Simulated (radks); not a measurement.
Question: Valence configurations of neutral tellurium (all share [Kr]). All-electron calculation, Dirac Kohn-Sham, PBE, spin-unpolarised, spherical densities, point nucleus; open shells fill j = l - 1/2 first. Program: a radial shooting solver on a logarithmic mesh with Libxc functionals. Order these by energy: 4d8 5s2 5p6; 4d9.5 5s2 5p4.5; 4d8.5 5s2 5p5.5; 4d9 5s2 5p5; 4d10 5s2 5p4; 4d10 5s1.5 5p4.5; 4d9.5 5s1.5 5p5; 4d10 5s1 5p5.

Answer: From the lowest, in eV above it: 4d10 5s2 5p4 0.000; 4d10 5s1.5 5p4.5 4.707; 4d10 5s1 5p5 9.470; 4d9.5 5s2 5p4.5 18.253; 4d9.5 5s1.5 5p5 23.170; 4d9 5s2 5p5 37.798; 4d8.5 5s2 5p5.5 58.636; 4d8 5s2 5p6 80.770. NIST lists [Kr] 4d10 5s2 5p4 as the ground configuration; this level of theory agrees among the configurations tried. The energies are those of spherical spin-averaged densities, not of single terms.
